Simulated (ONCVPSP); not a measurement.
# Plane-wave convergence, ONCV potential for Os

osmium (Os), optimised norm-conserving Vanderbilt (ONCV), made with ONCVPSP 4.0.1 (LDA (Perdew-Wang 92), scalar-relativistic). Core [Xe] 4f14, reference 5d6 6s2. Waves: 6s: rc 2.60 bohr, ncon 4, nbas 9, qcut 2.5 1/bohr, 2 projectors, debl 1.3 Ha; p scattering state at 0.46 Ha: rc 2.70 bohr, ncon 3, nbas 6, qcut 3.2 1/bohr, 2 projectors, debl 0.8 Ha; 5d: rc 2.50 bohr, ncon 4, nbas 9, qcut 6 1/bohr, 1 projector. Local part: polynomial inside 1.65 bohr (lpopt 4, dvloc0 1 Ha). Core correction: Teter function, fcfact 2.25, rcfact 1.

In the p channel the program set the typed energies aside and used 0.050, 0.850 Ha.

Task: For each optimised wave give the share of its norm inside rc, the residual kinetic energy above qcut (Ha) and the cutoffs (Ha) for errors of 10, 1, 0.1 and 0.01 mHa per electron.

Result:

| wave | norm inside rc | residual KE | 10 mHa | 1 mHa | 0.1 mHa | 0.01 mHa |
| --- | --- | --- | --- | --- | --- | --- |
| 6s | 0.417 | 2.0e-03 | 2.2 | 4.7 | 29.4 | 35.8 |
| s projector 2 | 0.128 | 1.3e-02 | 3.3 | 7.2 | 19.8 | 34.4 |
| p projector 1 | 0.311 | 2.3e-05 | 1.6 | 3.3 | 4.4 | 6.7 |
| p projector 2 | 0.282 | 1.2e-03 | 3.2 | 6.7 | 22.8 | 44.2 |
| 5d | 0.830 | 1.7e-06 | 10.4 | 13.0 | 15.2 | 16.8 |

The occupied waves need 13 Ha and 29 Ha for 1 and 0.1 mHa. Note: no bound ghost flagged; GHOST(+) flagged for s at 31.1 eV, p at 49.6 eV.
